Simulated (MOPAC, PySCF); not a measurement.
C2H6ClIn, SMILES `[CH3][In]([CH3])[Cl]`, neutral singlet in the gas phase. 

Cartesian coordinates (Å):
```xyz
10

C     -2.0175    -0.1204     0.3686
In    -0.0066     0.2985    -0.2843
C      2.0223    -0.3353     0.0707
Cl    -0.0306     2.0246    -1.9429
H     -2.1747    -1.2008     0.4746
H     -2.7132     0.2952    -0.3686
H     -2.1865     0.3600     1.3414
H      2.6779     0.5372    -0.0316
H      2.2948    -1.0758    -0.6930
H      2.1341    -0.7831     1.0650
```
Charge 0, multiplicity 1.

All levels are single points at this geometry (PBE-D3(BJ)/def2-TZVP); Pople sets use spherical d functions. Orbital energies aren't observables, and empty levels follow the basis.

| level | HOMO (eV) | LUMO (eV) | gap (eV) | dipole (D) | vertical IE, Delta-SCF (eV) |
|---|---|---|---|---|---|
| PBE-D3(BJ)/def2-TZVP in PySCF | -6.34 | -1.95 | 4.39 | 3.76 | 9.10 |
| B3LYP/6-31G* (LANL2DZ on In) in PySCF | -7.24 | -1.35 | 5.90 | 4.23 | 9.41 |
| BP86/6-31G* (LANL2DZ on In) in PySCF | -6.35 | -1.92 | 4.43 | 4.11 | – |
| M06-2X/6-31G* (LANL2DZ on In) in PySCF | -8.66 | -0.75 | 7.91 | 4.30 | – |
| PM3 in MOPAC | -10.12 | -2.61 | 7.51 | 2.33 | – |
| PM7 in MOPAC | -10.60 | -0.04 | 10.56 | 3.98 | – |
